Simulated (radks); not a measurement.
Effect of the nuclear size on the niobium ion Nb+, [Kr] 4d4. Method: Dirac Kohn-Sham, LDA (Slater exchange, Perdew-Wang correlation), spin-unpolarised, spherical densities, finite nucleus; open shells are shared between the two j in proportion to 2j + 1; Fermi nuclear charge, rms radius 4.324 fm; computed with a radial shooting solver on a logarithmic mesh with Libxc functionals. The rms radius is varied about that value; shifts are against it.

rms radius (fm)	total energy shift (eV)	density at nucleus (e/bohr^3)	1s1/2 shift (meV)	2s1/2 shift (meV)	4s1/2 shift (meV)	5s1/2 (empty) shift (meV)
3.5587	-0.409	8.379e+04	-173	-18.3	-0.523	-0.061
3.9002	-0.235	8.3e+04	-99.5	-10.6	-0.301	-0.035
4.324	0	8.212e+04	0.000	0.000	0.000	0.000
4.5056	0.107	8.177e+04	45.5	4.82	0.138	0.016
4.804	0.292	8.123e+04	124	13.1	0.374	0.044

Slopes of the eigenvalues against <r^2> in GHz/fm^2, as finite differences over the two radii next to the reference (eigenvalue slopes, not the field-shift constants of lines): 1s1/2 6890, 2s1/2 731, 4s1/2 20.8, 5s1/2 (empty) 2.45.
